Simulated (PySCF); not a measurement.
C₈H₈S.
Geometry (PBE0-D3(BJ)/def2-SVP, Å), atoms numbered from 1 in this order:
```xyz
17
C8H8S angstrom
C      2.8333    1.3489    0.1551
C      2.1689    0.2342   -0.1743
C      0.7467   -0.0511    0.0378
C      0.2149   -1.2708   -0.4065
C     -1.1264   -1.5892   -0.2333
C     -1.9892   -0.6866    0.3992
S     -3.6803   -1.1486    0.5892
C     -1.4727    0.5363    0.8509
C     -0.1316    0.8426    0.6716
H      3.9005    1.4474   -0.0547
H      2.3489    2.2004    0.6409
H      2.7272   -0.5732   -0.6620
H      0.8729   -1.9891   -0.9031
H     -1.5082   -2.5479   -0.5925
H     -4.0816   -0.0227    1.2142
H     -2.1269    1.2560    1.3491
H      0.2393    1.8026    1.0371
```

Computed with PBE0-D3(BJ)/def2-SVP geometry optimisation, gas phase (PySCF 2.14.0).

Take the most abundant isotopes and a rigid rotor. The values belong to one conformer with, in the numbering `[CH2:1]=[CH:2][c:3]1[cH:4][cH:5][c:6]([SH:7])[cH:8][cH:9]1`, C1–C2–C3–C4 178°, C5–C6–S7–H 180°.

Q: What are A, B and C (MHz)?

A: Ia = 101.65, Ib = 727.56, Ic = 829.18 u·Å²; 505379 MHz·u·Å²/I gives A = 4972, B = 694.6, C = 609.5 MHz.

Q: What kind of rotor is it?

A: A near-prolate asymmetric top; Ray's κ = -0.961.

Q: Is it planar, by Δ = Ic − Ia − Ib?

A: Planar: Δ = Ic − Ia − Ib = -0.02 u·Å². For a rigid frame Δ = −2 Σ m c², so it vanishes when all atoms lie in the ab plane; here none is more than 0.04 Å from it.

Q: Which types of transition are allowed, and where do some lines up to J = 2 fall?

A: The dipole components are |μa| = 0.36 D, |μb| = 0.83 D, |μc| = 0.00 D. Intensities carry the squares of the components, which stand as 0.19 : 1.00 : 0.00 (a : b : c). Some lines, for components of 0.1 D or more:

```csv
type,branch,"J(Ka,Kc)",MHz,lower level (cm⁻¹)
a,R,"1(0,1) ← 0(0,0)",1304,0.000
a,R,"2(1,2) ← 1(1,1)",2523,0.186
a,R,"2(0,2) ← 1(0,1)",2607,0.044
a,R,"2(1,1) ← 1(1,0)",2693,0.189
b,Q,"1(1,0) ← 1(0,1)",4362,0.044
b,Q,"2(1,1) ← 2(0,2)",4449,0.130
b,R,"1(1,1) ← 0(0,0)",5581,0.000
b,R,"2(1,2) ← 1(0,1)",6800,0.044
b,Q,"2(2,0) ← 2(1,1)",12833,0.279
b,Q,"2(2,1) ← 2(1,2)",13087,0.270
b,R,"2(2,1) ← 1(1,0)",15525,0.189
b,R,"2(2,0) ← 1(1,1)",15611,0.186
```

PBE0-D3(BJ)/def2-SVP frequencies: not computed here. No vibrational averaging or centrifugal distortion is included, and the geometry carries the error of its method.
